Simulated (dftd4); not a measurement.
ClCu, charge -1, doublet, at a GFN2-xTB geometry (such geometries of metal compounds can be far from the true shape) (the multiplicity is a formal guess).

Input for dftd4:
```
$ dftd4 mol.xyz --func bp86 --charge -1 --json dftd4.json --noedisp --property

# file mol.xyz
2

Cu    -0.00000000    -0.00000000    -0.78939767
Cl     0.00000000     0.00000000     1.34661955
```

What is the computed dispersion energy (dftd4 with D4 for bp86)?

-1.06 kcal/mol

Estimate the partial charges in atom order that D4 for bp86 returns for this input.

Cu1 -0.35, Cl2 -0.65
